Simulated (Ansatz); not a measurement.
Species: sum formula SiNH₄ (charge -1, singlet). It need not be the lowest isomer of its formula. Whether it binds its extra electron was not tested at this geometry. 
Coordinates optimised at B3LYP-D3(BJ)/def2-TZVP (Ansatz, a quantum-chemistry and plane-wave program):
```
N
H 1 1.0128
H 1 1.0150 2 107.14
Si 1 1.8446 2 110.95 3 127.31
H 4 1.5459 1 97.28 2 172.72
H 4 1.5628 5 92.10 1 -102.09
```
Charge -1, spin multiplicity 1.

Basis-set convergence of Hartree-Fock and CCSD(T) correlation energies (hartree) with Ansatz. Valence correlation only, unless marked. Spin-orbit coupling is left out. No relativistic terms. This anion needs diffuse functions, which these sets lack.

| basis | functions | E(HF) | E(corr, CCSD(T)) |
|---|---|---|---|
| cc-pV(D+d)Z | 57 | -345.67842 | -0.32956 |
| cc-pV(T+d)Z | 125 | -345.71611 | -0.40673 |
| cc-pV(Q+d)Z | 239 | -345.72818 | -0.43050 |
| cc-pV(5+d)Z | 411 | ? | ? |

Task: Fill in the missing entries.

Result: 
- cc-pV(5+d)Z, E(HF): -345.73108
- cc-pV(5+d)Z, E(corr, CCSD(T)): -0.43833
